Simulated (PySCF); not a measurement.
SiFCl2Br, SMILES F[Si](Cl)(Cl)Br. Atoms are numbered in the order given.

```xyz
5

F     -0.6733    -1.8785     0.0000
Si    -0.4662    -0.2859     0.0000
Cl    -1.3447     0.4697    -1.6610
Cl    -1.3447     0.4697     1.6610
Br     1.6659     0.1411     0.0000
```

Geometry optimised at ωB97X-D3(BJ)/def2-SVP.

Level of theory: PBE/pcSseg-1 (PySCF).

GIAO shieldings, no solvent; atoms alike by connectivity are averaged. δ = σ(ref) − σ: ¹⁹F against CFCl3 (σ = 133.6 ppm); ²⁹Si against TMS (σ = 335.4 ppm); ³⁵Cl against HCl (σ = 936.5 ppm), references at their B3LYP-D3(BJ)/def2-TZVP geometries, non-relativistic (without spin–orbit terms, shifts of atoms bonded to Cl or Br come out too high).

```tsv
nucleus	atoms	count	δ (ppm)
¹⁹F	F1	1	-92.2
²⁹Si	Si2	1	4.1
³⁵Cl	Cl3, Cl4	2	195.1
```
